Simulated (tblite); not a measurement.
A geometry optimisation, step by step.

Compound: C₃H₁₀O₃SeSi₂.
Atom-mapped SMILES: `[CH3:1][Se:2][SiH2:3][O:4][CH2:5][C:6](=[O:7])[O:8][SiH3:9]` (hydrogens: H10, H11, H12 on C1; H13, H14 on Si3; H15, H16 on C5; H17, H18, H19 on Si9)

Computed with GFN2-xTB (tblite), gas phase: L-BFGS steps from a force-field or distance-geometry start until the largest atomic force falls under 0.01 eV/Å. 10 of its 293 geometries are shown.

Step 0: E = -828.2872 eV, largest atomic force 5.116 eV/Å
```
atom  x, y, z in Å  |  force x, y, z in eV/Å
C1     -4.241    0.301    0.171   -0.939   0.208   0.355
Se2    -2.402    0.214    0.744    0.380   0.168   0.120
Si3    -1.484   -1.804    0.149    0.970  -0.485  -0.877
O4      0.086   -1.492   -0.513   -1.992  -0.074   1.631
C5      0.550   -0.406    0.254   -1.144   0.839  -0.304
C6      1.893    0.043   -0.131    4.069  -1.159  -2.876
O7      2.478   -0.588   -1.069   -1.798   2.544   3.330
O8      2.519    1.115    0.513   -0.522  -1.840  -1.400
Si9     4.106    1.601    0.035   -0.275  -0.038  -0.067
H10    -4.358   -0.199   -0.794   -0.057   0.181   0.251
H11    -4.509    1.389    0.108    0.204  -0.995  -0.026
H12    -4.860   -0.182    0.962    0.255   0.304  -0.699
H13    -1.335   -2.558    1.406    0.111   0.132  -0.153
H14    -2.313   -2.535   -0.796    0.238   0.195  -0.112
H15     0.411   -0.614    1.321    0.461   0.238   0.096
H16    -0.176    0.418   -0.012    0.887   0.126   0.435
H17     4.056    2.987   -0.472   -0.331  -0.233   0.222
H18     4.561    0.759   -1.070    0.011   0.048   0.249
H19     5.009    1.560    1.209   -0.525  -0.162  -0.175
```

Step 32: E = -829.6169 eV, largest atomic force 0.122 eV/Å
```
atom  x, y, z in Å  |  force x, y, z in eV/Å
C1     -4.386    0.164    0.186   -0.025   0.004  -0.019
Se2    -2.567    0.313    0.900   -0.019   0.002  -0.093
Si3    -1.609   -1.663    0.229   -0.041   0.107   0.042
O4     -0.058   -1.345   -0.101   -0.043   0.013  -0.014
C5      0.682   -0.263    0.341    0.058  -0.010  -0.004
C6      2.040   -0.166   -0.336    0.053   0.050  -0.024
O7      2.449   -0.865   -1.214    0.002   0.013   0.034
O8      2.711    0.844    0.197    0.022   0.031   0.010
Si9     4.177    1.571   -0.050   -0.012  -0.046   0.001
H10    -4.351   -0.313   -0.789    0.020  -0.004   0.027
H11    -4.766    1.178    0.091   -0.024  -0.019   0.009
H12    -5.014   -0.403    0.868    0.072  -0.027   0.000
H13    -1.713   -2.574    1.365    0.019  -0.068  -0.005
H14    -2.178   -2.142   -1.017   -0.004   0.027  -0.017
H15     0.853   -0.322    1.424   -0.012   0.034   0.018
H16     0.163    0.688    0.134   -0.038  -0.061   0.066
H17     3.791    2.933   -0.408    0.010  -0.041   0.008
H18     4.982    0.932   -1.080   -0.036  -0.029  -0.030
H19     4.786    1.441    1.270    0.000   0.024  -0.009
```

Step 65: E = -829.7019 eV, largest atomic force 0.090 eV/Å
```
atom  x, y, z in Å  |  force x, y, z in eV/Å
C1     -4.447   -0.030    0.162   -0.047   0.042   0.008
Se2    -2.639    0.602    0.532    0.047   0.032   0.000
Si3    -1.647   -1.399    0.087    0.019  -0.017  -0.078
O4     -0.044   -1.227    0.098   -0.049   0.017   0.032
C5      0.730   -0.197    0.600    0.015  -0.002   0.027
C6      2.033   -0.066   -0.175    0.026  -0.056   0.065
O7      2.374   -0.774   -1.075   -0.019   0.039  -0.032
O8      2.755    0.930    0.309    0.009  -0.004  -0.040
Si9     4.254    1.469   -0.165   -0.012  -0.002   0.001
H10    -4.475   -0.411   -0.855   -0.055  -0.005   0.031
H11    -5.122    0.815    0.268   -0.003  -0.037   0.001
H12    -4.701   -0.810    0.875   -0.018   0.027  -0.046
H13    -2.064   -2.328    1.137    0.032  -0.031   0.004
H14    -1.990   -1.820   -1.264    0.032  -0.024   0.028
H15     0.983   -0.386    1.652    0.003   0.006  -0.004
H16     0.205    0.768    0.551   -0.019  -0.005   0.001
H17     3.975    2.834   -0.591   -0.005   0.025  -0.027
H18     4.822    0.651   -1.226    0.005   0.011   0.027
H19     4.988    1.387    1.092    0.038  -0.015   0.003
```

Step 97: E = -829.7271 eV, largest atomic force 0.132 eV/Å
```
atom  x, y, z in Å  |  force x, y, z in eV/Å
C1     -4.498   -0.039    0.147    0.037   0.020  -0.016
Se2    -2.651    0.609    0.248   -0.033   0.039   0.022
Si3    -1.587   -1.397    0.004    0.084   0.046   0.016
O4     -0.036   -1.254    0.423    0.077   0.010   0.042
C5      0.755   -0.173    0.762   -0.012   0.031   0.025
C6      1.971   -0.012   -0.143   -0.067  -0.006   0.113
O7      2.133   -0.564   -1.190    0.003  -0.035  -0.109
O8      2.830    0.834    0.402   -0.022  -0.003   0.013
Si9     4.269    1.413   -0.194   -0.035   0.000  -0.034
H10    -4.696   -0.381   -0.864    0.001  -0.027   0.012
H11    -5.157    0.789    0.394    0.045   0.020  -0.013
H12    -4.633   -0.845    0.861    0.021  -0.018  -0.013
H13    -2.185   -2.310    0.971    0.005  -0.056   0.010
H14    -1.622   -1.843   -1.377   -0.058  -0.020  -0.095
H15     1.119   -0.290    1.790   -0.047   0.003   0.017
H16     0.192    0.771    0.701   -0.039   0.025   0.052
H17     3.946    2.746   -0.696    0.007   0.003   0.017
H18     4.765    0.547   -1.251    0.078  -0.015   0.008
H19     5.075    1.408    1.024   -0.043  -0.015  -0.067
```

Step 130: E = -829.8441 eV, largest atomic force 0.061 eV/Å
```
atom  x, y, z in Å  |  force x, y, z in eV/Å
C1     -4.243   -0.105    0.071    0.017   0.013  -0.017
Se2    -2.481    0.682   -0.303   -0.006  -0.038   0.027
Si3    -1.232   -1.240   -0.241   -0.020  -0.008   0.023
O4     -0.185   -1.117    0.993    0.010  -0.013  -0.001
C5      0.624   -0.035    1.276   -0.013  -0.010   0.007
C6      1.585    0.243    0.137   -0.023   0.031   0.026
O7      1.308    0.010   -1.008    0.019  -0.023  -0.053
O8      2.724    0.758    0.536   -0.002   0.014   0.009
Si9     4.042    1.115   -0.424   -0.001   0.009   0.027
H10    -4.672   -0.478   -0.853    0.008  -0.020  -0.034
H11    -4.872    0.678    0.482   -0.016   0.027  -0.005
H12    -4.125   -0.911    0.788   -0.003   0.016   0.013
H13    -2.052   -2.305    0.319   -0.012   0.004  -0.007
H14    -0.695   -1.524   -1.558   -0.004   0.002  -0.037
H15     1.174   -0.229    2.200    0.013  -0.001   0.023
H16     0.011    0.874    1.400    0.029   0.004   0.043
H17     3.763    2.341   -1.160   -0.033  -0.003  -0.005
H18     4.319   -0.010   -1.306    0.003  -0.024  -0.024
H19     4.997    1.262    0.664    0.033   0.020  -0.014
```

Step 162: E = -829.8870 eV, largest atomic force 0.078 eV/Å
```
atom  x, y, z in Å  |  force x, y, z in eV/Å
C1     -4.309   -0.058   -0.021    0.004   0.033  -0.044
Se2    -2.525    0.693    0.275   -0.007  -0.008   0.010
Si3    -1.297   -1.203   -0.109    0.039  -0.002   0.008
O4     -0.105   -1.244    0.988   -0.012  -0.005   0.017
C5      0.754   -0.215    1.318   -0.004   0.026   0.019
C6      1.690    0.122    0.173    0.035   0.011   0.026
O7      1.445   -0.137   -0.974   -0.021  -0.001   0.015
O8      2.785    0.736    0.565   -0.005   0.002  -0.028
Si9     3.993    1.216   -0.490   -0.001   0.004   0.001
H10    -4.319   -0.598   -0.964    0.010   0.040   0.036
H11    -5.002    0.779   -0.057   -0.012  -0.050   0.000
H12    -4.561   -0.720    0.803    0.012   0.003  -0.022
H13    -2.034   -2.375    0.340    0.004   0.028  -0.004
H14    -0.899   -1.206   -1.508   -0.029  -0.034  -0.001
H15     1.323   -0.494    2.211    0.038  -0.033  -0.059
H16     0.190    0.705    1.549   -0.013   0.006  -0.004
H17     3.503    2.345   -1.273   -0.029  -0.022   0.010
H18     4.377    0.091   -1.332   -0.004   0.001   0.016
H19     4.981    1.571    0.518   -0.006   0.000   0.002
```

Step 195: E = -829.9358 eV, largest atomic force 0.129 eV/Å
```
atom  x, y, z in Å  |  force x, y, z in eV/Å
C1     -4.098    0.082   -0.364   -0.058   0.023  -0.041
Se2    -2.381    0.789    0.265   -0.022  -0.016  -0.042
Si3    -1.251   -1.181    0.140    0.007  -0.038   0.026
O4     -0.121   -1.279    1.301    0.043   0.012   0.002
C5      0.926   -0.432    1.584   -0.001  -0.021   0.046
C6      1.505    0.191    0.332    0.012   0.004  -0.001
O7      0.892    0.243   -0.702    0.034  -0.047   0.071
O8      2.717    0.661    0.504   -0.073   0.002  -0.024
Si9     3.736    1.250   -0.682    0.018  -0.054  -0.021
H10    -4.012   -0.196   -1.415    0.012   0.032   0.122
H11    -4.848    0.864   -0.246    0.098  -0.082  -0.018
H12    -4.361   -0.786    0.236    0.012   0.068  -0.047
H13    -2.103   -2.225    0.707   -0.001   0.028  -0.011
H14    -0.884   -1.496   -1.235    0.016   0.017   0.034
H15     1.710   -0.990    2.116   -0.081   0.062  -0.060
H16     0.590    0.398    2.231    0.016  -0.074  -0.040
H17     3.012    2.072   -1.639   -0.014   0.042   0.009
H18     4.320    0.070   -1.319   -0.015   0.035   0.013
H19     4.643    1.973    0.197   -0.004   0.008  -0.021
```

Step 227: E = -829.9701 eV, largest atomic force 0.105 eV/Å
```
atom  x, y, z in Å  |  force x, y, z in eV/Å
C1     -3.788    0.323   -0.570    0.045   0.037   0.002
Se2    -2.136    0.753    0.387   -0.012   0.015  -0.031
Si3    -1.282   -1.353    0.399   -0.033   0.007   0.034
O4     -0.071   -1.485    1.471    0.000  -0.021  -0.012
C5      1.028   -0.675    1.631    0.024  -0.006   0.066
C6      1.447    0.004    0.345    0.047  -0.022   0.091
O7      0.829   -0.116   -0.677   -0.045   0.006  -0.070
O8      2.538    0.717    0.474    0.009  -0.019  -0.004
Si9     3.396    1.457   -0.755   -0.002  -0.050   0.026
H10    -3.538    0.031   -1.585    0.008  -0.025  -0.041
H11    -4.399    1.219   -0.580   -0.055   0.054  -0.015
H12    -4.311   -0.481   -0.064    0.031  -0.029   0.056
H13    -2.242   -2.193    1.109    0.028  -0.032   0.016
H14    -1.032   -1.849   -0.943    0.005  -0.011  -0.075
H15     1.870   -1.279    1.995   -0.019   0.003  -0.007
H16     0.824    0.104    2.380   -0.004   0.033  -0.020
H17     2.517    2.201   -1.645   -0.013   0.039   0.053
H18     4.081    0.387   -1.476    0.009   0.004   0.003
H19     4.258    2.244    0.117   -0.022   0.016  -0.073
```

Step 260: E = -830.0054 eV, largest atomic force 0.030 eV/Å
```
atom  x, y, z in Å  |  force x, y, z in eV/Å
C1     -3.671    0.401   -0.606   -0.005  -0.002  -0.005
Se2    -1.802    0.760   -0.149    0.019  -0.012  -0.009
Si3    -1.148   -1.380    0.289    0.000   0.013   0.006
O4     -0.109   -1.457    1.540    0.011   0.019   0.012
C5      1.006   -0.682    1.756   -0.002  -0.006  -0.003
C6      1.529   -0.090    0.471   -0.001  -0.002   0.004
O7      0.993   -0.306   -0.588   -0.012   0.006  -0.018
O8      2.579    0.672    0.594   -0.004  -0.002  -0.004
Si9     3.159    1.453   -0.785    0.009  -0.019  -0.007
H10    -3.719   -0.016   -1.608    0.006  -0.015   0.004
H11    -4.211    1.342   -0.570   -0.003  -0.005  -0.002
H12    -4.082   -0.300    0.114   -0.007   0.014   0.010
H13    -2.264   -2.026    0.974   -0.013  -0.003   0.014
H14    -0.775   -2.107   -0.915    0.003   0.000  -0.021
H15     1.792   -1.290    2.220   -0.005   0.003  -0.005
H16     0.773    0.152    2.435    0.001  -0.014   0.007
H17     2.091    2.282   -1.321    0.010  -0.002   0.003
H18     3.615    0.426   -1.716   -0.010   0.025   0.014
H19     4.235    2.176   -0.124    0.002   0.002   0.001
```

Step 292: E = -830.0158 eV, largest atomic force 0.009 eV/Å
```
atom  x, y, z in Å  |  force x, y, z in eV/Å
C1     -3.708    0.375   -0.604    0.003   0.008  -0.003
Se2    -1.806    0.752   -0.327    0.007  -0.002   0.004
Si3    -1.158   -1.348    0.273   -0.005  -0.001  -0.005
O4     -0.149   -1.392    1.551   -0.009  -0.003   0.000
C5      1.040   -0.730    1.735    0.001   0.002  -0.004
C6      1.528   -0.089    0.460   -0.001   0.002  -0.005
O7      0.956   -0.253   -0.590    0.004  -0.001   0.004
O8      2.598    0.645    0.585   -0.004  -0.002   0.001
Si9     3.172    1.499   -0.750    0.004   0.001   0.005
H10    -3.808   -0.356   -1.400   -0.002  -0.005  -0.003
H11    -4.195    1.304   -0.885   -0.002   0.002   0.000
H12    -4.135   -0.008    0.318   -0.001  -0.005   0.007
H13    -2.288   -1.950    0.978    0.008   0.005   0.000
H14    -0.767   -2.132   -0.890    0.001   0.000   0.008
H15     1.805   -1.434    2.089   -0.004  -0.002  -0.001
H16     0.927    0.058    2.494   -0.001  -0.004   0.000
H17     2.122    2.406   -1.187    0.000   0.001  -0.005
H18     3.561    0.534   -1.770    0.000   0.002   0.002
H19     4.294    2.127   -0.067    0.002   0.003  -0.005
```

**Question.** Summarise the path.

**Answer.** The energy falls by 166.78 kJ/mol from step 0 to step 292; nine tenths of that is first reached at step 128. It never rises by more than 0.2 meV. The largest force goes from 5.116 to 0.009 eV/Å. Among the bonds Si3–O4 changes most, from 1.732 to 1.628 Å; the atoms move by 1.410 Å rms after alignment.

**Question.** Follow the three bonds and two angles with the largest change from start to end.

**Answer.** 
```json
{"step": "0", "E above end (kJ/mol)": "166.78", "largest force (eV/Å)": "5.116", "Si3–O4 (Å)": "1.732", "C6–O8 (Å)": "1.399", "C6=O7 (Å)": "1.273", "Si3–O4–C5 (°)": "103.3", "O4–Si3–H13 (°)": "109.1"}
{"step": "13", "E above end (kJ/mol)": "50.62", "largest force (eV/Å)": "0.373", "Si3–O4 (Å)": "1.616", "C6–O8 (Å)": "1.325", "C6=O7 (Å)": "1.193", "Si3–O4–C5 (°)": "122.8", "O4–Si3–H13 (°)": "109.0"}
{"step": "25", "E above end (kJ/mol)": "40.68", "largest force (eV/Å)": "0.147", "Si3–O4 (Å)": "1.619", "C6–O8 (Å)": "1.323", "C6=O7 (Å)": "1.195", "Si3–O4–C5 (°)": "125.4", "O4–Si3–H13 (°)": "110.0"}
{"step": "38", "E above end (kJ/mol)": "37.24", "largest force (eV/Å)": "0.126", "Si3–O4 (Å)": "1.617", "C6–O8 (Å)": "1.324", "C6=O7 (Å)": "1.194", "Si3–O4–C5 (°)": "127.4", "O4–Si3–H13 (°)": "109.7"}
{"step": "51", "E above end (kJ/mol)": "33.33", "largest force (eV/Å)": "0.141", "Si3–O4 (Å)": "1.611", "C6–O8 (Å)": "1.322", "C6=O7 (Å)": "1.195", "Si3–O4–C5 (°)": "128.3", "O4–Si3–H13 (°)": "108.1"}
{"step": "63", "E above end (kJ/mol)": "30.55", "largest force (eV/Å)": "0.073", "Si3–O4 (Å)": "1.611", "C6–O8 (Å)": "1.322", "C6=O7 (Å)": "1.195", "Si3–O4–C5 (°)": "129.5", "O4–Si3–H13 (°)": "110.0"}
{"step": "76", "E above end (kJ/mol)": "29.27", "largest force (eV/Å)": "0.063", "Si3–O4 (Å)": "1.610", "C6–O8 (Å)": "1.322", "C6=O7 (Å)": "1.195", "Si3–O4–C5 (°)": "132.0", "O4–Si3–H13 (°)": "109.4"}
{"step": "89", "E above end (kJ/mol)": "28.78", "largest force (eV/Å)": "0.039", "Si3–O4 (Å)": "1.611", "C6–O8 (Å)": "1.322", "C6=O7 (Å)": "1.196", "Si3–O4–C5 (°)": "132.9", "O4–Si3–H13 (°)": "107.4"}
{"step": "102", "E above end (kJ/mol)": "26.56", "largest force (eV/Å)": "0.192", "Si3–O4 (Å)": "1.617", "C6–O8 (Å)": "1.323", "C6=O7 (Å)": "1.198", "Si3–O4–C5 (°)": "131.3", "O4–Si3–H13 (°)": "105.0"}
{"step": "114", "E above end (kJ/mol)": "20.91", "largest force (eV/Å)": "0.203", "Si3–O4 (Å)": "1.622", "C6–O8 (Å)": "1.320", "C6=O7 (Å)": "1.199", "Si3–O4–C5 (°)": "128.1", "O4–Si3–H13 (°)": "99.7"}
{"step": "127", "E above end (kJ/mol)": "16.71", "largest force (eV/Å)": "0.060", "Si3–O4 (Å)": "1.622", "C6–O8 (Å)": "1.312", "C6=O7 (Å)": "1.200", "Si3–O4–C5 (°)": "126.4", "O4–Si3–H13 (°)": "97.5"}
{"step": "140", "E above end (kJ/mol)": "15.43", "largest force (eV/Å)": "0.108", "Si3–O4 (Å)": "1.620", "C6–O8 (Å)": "1.315", "C6=O7 (Å)": "1.202", "Si3–O4–C5 (°)": "127.1", "O4–Si3–H13 (°)": "97.2"}
{"step": "152", "E above end (kJ/mol)": "13.18", "largest force (eV/Å)": "0.065", "Si3–O4 (Å)": "1.620", "C6–O8 (Å)": "1.315", "C6=O7 (Å)": "1.200", "Si3–O4–C5 (°)": "126.8", "O4–Si3–H13 (°)": "97.5"}
{"step": "165", "E above end (kJ/mol)": "12.16", "largest force (eV/Å)": "0.068", "Si3–O4 (Å)": "1.621", "C6–O8 (Å)": "1.314", "C6=O7 (Å)": "1.202", "Si3–O4–C5 (°)": "127.1", "O4–Si3–H13 (°)": "98.7"}
{"step": "178", "E above end (kJ/mol)": "10.96", "largest force (eV/Å)": "0.116", "Si3–O4 (Å)": "1.622", "C6–O8 (Å)": "1.313", "C6=O7 (Å)": "1.203", "Si3–O4–C5 (°)": "127.0", "O4–Si3–H13 (°)": "97.8"}
{"step": "190", "E above end (kJ/mol)": "8.44", "largest force (eV/Å)": "0.107", "Si3–O4 (Å)": "1.621", "C6–O8 (Å)": "1.310", "C6=O7 (Å)": "1.201", "Si3–O4–C5 (°)": "129.4", "O4–Si3–H13 (°)": "96.0"}
{"step": "203", "E above end (kJ/mol)": "6.88", "largest force (eV/Å)": "0.091", "Si3–O4 (Å)": "1.623", "C6–O8 (Å)": "1.310", "C6=O7 (Å)": "1.201", "Si3–O4–C5 (°)": "129.1", "O4–Si3–H13 (°)": "94.9"}
{"step": "216", "E above end (kJ/mol)": "5.50", "largest force (eV/Å)": "0.074", "Si3–O4 (Å)": "1.625", "C6–O8 (Å)": "1.311", "C6=O7 (Å)": "1.202", "Si3–O4–C5 (°)": "129.6", "O4–Si3–H13 (°)": "95.7"}
{"step": "229", "E above end (kJ/mol)": "4.05", "largest force (eV/Å)": "0.136", "Si3–O4 (Å)": "1.623", "C6–O8 (Å)": "1.312", "C6=O7 (Å)": "1.203", "Si3–O4–C5 (°)": "128.0", "O4–Si3–H13 (°)": "97.6"}
{"step": "241", "E above end (kJ/mol)": "2.12", "largest force (eV/Å)": "0.046", "Si3–O4 (Å)": "1.628", "C6–O8 (Å)": "1.306", "C6=O7 (Å)": "1.205", "Si3–O4–C5 (°)": "126.4", "O4–Si3–H13 (°)": "97.1"}
{"step": "254", "E above end (kJ/mol)": "1.10", "largest force (eV/Å)": "0.028", "Si3–O4 (Å)": "1.629", "C6–O8 (Å)": "1.304", "C6=O7 (Å)": "1.206", "Si3–O4–C5 (°)": "127.4", "O4–Si3–H13 (°)": "96.4"}
{"step": "267", "E above end (kJ/mol)": "0.88", "largest force (eV/Å)": "0.047", "Si3–O4 (Å)": "1.627", "C6–O8 (Å)": "1.304", "C6=O7 (Å)": "1.207", "Si3–O4–C5 (°)": "128.1", "O4–Si3–H13 (°)": "95.5"}
{"step": "279", "E above end (kJ/mol)": "0.21", "largest force (eV/Å)": "0.061", "Si3–O4 (Å)": "1.628", "C6–O8 (Å)": "1.303", "C6=O7 (Å)": "1.207", "Si3–O4–C5 (°)": "128.4", "O4–Si3–H13 (°)": "95.2"}
{"step": "292", "E above end (kJ/mol)": "0.00", "largest force (eV/Å)": "0.009", "Si3–O4 (Å)": "1.628", "C6–O8 (Å)": "1.304", "C6=O7 (Å)": "1.207", "Si3–O4–C5 (°)": "129.0", "O4–Si3–H13 (°)": "95.1"}
```

The cost below is that of the whole relaxation. The run took 11 s of wall time on an Intel Xeon at 2.50 GHz with one thread (shared host).
